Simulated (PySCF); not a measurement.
**Worked example: oscillator strength and radiative lifetime**

C2H5FOSi2, SMILES FC1=CO[SiH2][SiH2]1.

The structure is a stationary point at PBE0-D3(BJ)/def2-SVP. The structure was generated by enumeration, and PubChem lists no compound with its InChIKey, so it may never have been made.

TDDFT-PBE/def2-SVPD run with PySCF puts the first singlet state with f over 0.02 at 4.62 eV (vertical), with the transition dipole (-0.607, -0.225, 0.000) in atomic units.

Q: Find the oscillator strength, the wavelength and the radiative lifetime that this transition would have in vacuum if emission retraced absorption.

A: 
|μ|² = 0.4191 au, so |μ| = 1.65 D. ΔE = 4.62/27.211 = 0.1698 hartree. f = (2/3) ΔE |μ|² = 0.047 (the program prints 0.047).
λ = 1239.84/4.62 = 268 nm; ν = 37263 cm⁻¹.
Einstein's coefficient A = 0.6670 ν² f s⁻¹ (ν in cm⁻¹) = 4.4e7 s⁻¹, so τ = 1/A = 23 ns. This state is S2; the lower singlet has f = 0.000. The figure is the radiative limit of this one transition; relaxation, internal conversion, crossing to triplets and a medium change what is measured.
